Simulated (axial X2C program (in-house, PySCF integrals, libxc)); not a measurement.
**SrS: computed against measured constants**

Calculated with an in-house relativistic program for diatomic molecules. Spin-free means the one-electron spin-free X2C Hamiltonian; two-component (2c) means X2C with spin–orbit coupling and atomic mean-field two-electron Coulomb and Gaunt terms, so the difference of the two also holds small scalar two-electron terms. Basis: Sr dyall-cv4z [13s14p9d7f5g], S dyall-av4z [10s9p4d3f2g] (cores contracted in-house); Gaussian nuclei, density fitting, unrestricted open shells. Masses: Sr 87.906 u, S 31.972 u.

| Hamiltonian | level | Re (Å) | ωe (cm⁻¹) | ωexe (cm⁻¹) | De (eV) |
| --- | --- | --- | --- | --- | --- |
| spin-free | PBE0 | 2.419 | 406.1 | 1.05 | 3.65 |
| spin-free | HF | 2.463 | 405.9 | 1 | 1.51 |
| spin-free | MP2 | 2.436 | 391.6 | 1.31 | 3.60 |
| spin-free | CCSD | 2.442 | 398.6 | 1.19 | 3.15 |
| spin-free | CCSD(T) | 2.451 | 385.5 | 1.33 | 3.39 |
| spin-free | PBE50 | 2.407 | 421.5 | 1.01 | 3.44 |
| spin-free | PBE | 2.435 | 388.9 | 1.07 | 3.92 |
| spin-free | r2SCAN | 2.427 | 401.8 | 0.983 | 4.03 |
| 2c | PBE0 | 2.418 | 406.1 | 1.05 | 3.65 |
| 2c | HF | 2.462 | 405.6 | 0.994 | 1.51 |
| 2c | MP2 | 2.435 | 391.6 | 1.31 | 3.58 |
| 2c | CCSD | 2.441 | 398.5 | 1.19 | 3.14 |
| 2c | CCSD(T) | 2.450 | 385.5 | 1.33 | 3.38 |
| 2c | PBE50 | 2.406 | 421.4 | 1.01 | 3.45 |
| 2c | PBE | 2.434 | 388.8 | 1.06 | 3.93 |
| 2c | r2SCAN | 2.426 | 401.7 | 0.98 | 4.03 |

De refers to Sr + S.

Correlated methods: 16 electrons correlated (number of frozen shells: Sr 3 s, 2 p, 1 d; S 2 s, 1 p), 432 virtual spin orbitals or spinors in MP2, 180 natural virtuals in coupled cluster.

Measured (Huber and Herzberg, Constants of Diatomic Molecules, 1979; state 1Σ+): Re (Å) 2.4405, ωe (cm⁻¹) 388.38, ωexe (cm⁻¹) 1.31.

(1) Work out the error of each level, computed minus measured.

Occupations by symmetry block were frozen at the best pattern of an incomplete PBE0 search. Closed shells are restricted here (equal orbitals for both partners); the stretched side of such a curve lies too high. De is counted from the lowest determinant-based energies of the atoms at the same level, without counterpoise correction. Coupled cluster ran in a truncated set of natural virtual spinors; the MP2 energy of the rest was added. (T) has no such correction and the atoms are truncated less, which lowers De at CCSD(T) by a hundredth of an eV or more. A 2c atom that is not at its ground J level misses part of its spin–orbit lowering, and De is too large by that part (0.04 eV or less for light atoms). This holds for PBE0, PBE50, PBE, r2SCAN. The functionals have no current-density term, which raises determinants with orbital currents, atoms included. Some points did not converge and are left out. The stretched end of a curve changes character and is left out.

Answers

(1) 

| Hamiltonian | level | Re (Å) | ωe (cm⁻¹) | ωexe (cm⁻¹) |
| --- | --- | --- | --- | --- |
| spin-free | PBE0 | -0.022 | 17.7 | -0.26 |
| spin-free | HF | 0.022 | 17.5 | -0.31 |
| spin-free | MP2 | -0.005 | 3.2 | 0.00 |
| spin-free | CCSD | 0.002 | 10.2 | -0.12 |
| spin-free | CCSD(T) | 0.010 | -2.9 | 0.02 |
| spin-free | PBE50 | -0.034 | 33.1 | -0.30 |
| spin-free | PBE | -0.006 | 0.5 | -0.24 |
| spin-free | r2SCAN | -0.014 | 13.4 | -0.33 |
| 2c | PBE0 | -0.022 | 17.7 | -0.26 |
| 2c | HF | 0.022 | 17.2 | -0.32 |
| 2c | MP2 | -0.006 | 3.2 | 0.00 |
| 2c | CCSD | 0.000 | 10.1 | -0.12 |
| 2c | CCSD(T) | 0.010 | -2.9 | 0.02 |
| 2c | PBE50 | -0.034 | 33.0 | -0.30 |
| 2c | PBE | -0.006 | 0.4 | -0.25 |
| 2c | r2SCAN | -0.014 | 13.3 | -0.33 |
